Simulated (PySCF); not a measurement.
C₂H₂F (SMILES [CH]=CF), doublet, geometry from GFN2-xTB.

Here is a job for PySCF.
```python
from pyscf import gto, scf, dft

mol = gto.M(
    atom='''
C     0.038313    0.377487   -0.001989
C     1.239353   -0.086885   -0.037293
F    -1.073317   -0.381698    0.033302
H    -0.247823    1.437296    0.004333
H     2.241676    0.254371   -0.068359
''',
    basis='6-31g**',
    charge=0,
    spin=1,
    verbose=5,
)

mf = dft.UKS(mol)
mf.xc = 'camb3lyp'
mf.kernel()
```

Task: What does this run give for the dipole moment, <S^2>, total energy, number of basis functions, HOMO energy?

Result: 
- dipole moment = 1.79 D
- <S^2> = 0.762
- total energy = -177.0552 Eh
- number of basis functions = 52
- HOMO energy = -8.88 eV

These values belong to the state on which the SCF converged, which isn't shown to be the lowest.
